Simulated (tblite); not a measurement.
HfI4 (SMILES [I][Hf]([I])([I])[I]), singlet, geometry from GFN2-xTB (such geometries of metal compounds can be far from the true shape); GFN1-xTB (tblite 0.6.0).

Here is a job for tblite.
```
$ tblite run mol.xyz --method gfn1 --charge 0 --spin 0 --etemp 2000 --json tblite.json --no-restart

# file mol.xyz
5

Hf    -0.00000000     0.00000000    -0.00000000
I      2.15787916    -0.67548443    -1.60777706
I      0.88007107     0.43252268     2.59539358
I     -1.18880847     2.31130827    -0.97069936
I     -1.84914175    -2.06834653    -0.01691715
```

Q: Predict the main parts of the log of this tblite run.

A: 
```
xTB calculator
 | screened Coulomb repulsion
 | Coulomb electrostatics
 |  * isotropic Klopman-Ohno-Mataga-Nishimoto electrostatics
 |  * onsite third-order electrostatics
 | DFT-D3(BJ) dispersion correction

halogen bonding energy    0.0000000000000E+00 Eh
repulsion energy          4.5232138107747E-02 Eh
dispersion energy        -4.2444126111274E-03 Eh
number of electrons       3.2000000000000E+01 e
integral cutoff           3.5545256755052E+01 bohr

------------------------------------------------------------
  cycle        total energy    energy error   density error
------------------------------------------------------------
      1     -16.27051061322  -1.6311498E+01   7.8497028E-01
      2     -16.61642850220  -3.4591789E-01   9.1627355E-01
      3     -16.71888597325  -1.0245747E-01   5.2571378E-01
      4     -17.12947371236  -4.1058774E-01   1.2900280E-01
      5     -16.96427370922   1.6520000E-01   2.3418485E-01
      6     -17.12190596224  -1.5763225E-01   7.9180284E-02
      7     -17.12959190282  -7.6859406E-03   2.7759555E-02
      8     -17.13047023085  -8.7832803E-04   5.0569943E-03
      9     -17.13049960715  -2.9376294E-05   5.9198248E-04
     10     -17.13049997326  -3.6610889E-07   8.1115638E-05
     11     -17.13049997920  -5.9426952E-09   2.3563964E-05
     12     -17.13049998001  -8.1128704E-10   2.5123676E-06
------------------------------------------------------------

electronic energy        -1.7171487705508E+01 Eh
total energy             -1.7130499980011E+01 Eh

Post processing:
 | Mayer-Wiberg bond orders

[Info] JSON dump of results written to 'tblite.json'
```
